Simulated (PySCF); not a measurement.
SiHBr3, SMILES Br[SiH](Br)Br. Heavy atoms are numbered as in [SiH:1]([Br:2])([Br:3])[Br:4]. Hydrogens are named by the atom that carries them.

The structure is a stationary point at ωB97X-D3(BJ)/def2-SVP.

Level of theory: PBE0/pcSseg-1 in PySCF.

GIAO shieldings, no solvent; atoms alike by connectivity are averaged. δ = σ(ref) − σ: ²⁹Si against TMS (σ = 352.7 ppm); ¹H against TMS (σ = 31.56 ppm), references at their B3LYP-D3(BJ)/def2-TZVP geometries, non-relativistic (without spin–orbit terms, shifts of atoms bonded to Cl or Br come out too high).

Computed chemical shifts:
| nucleus | atoms | count | δ (ppm) |
|---|---|---|---|
| ²⁹Si | Si1 (SiH) | 1 | 43.1 |
| ¹H | H on Si1 | 1 | 7.12 |
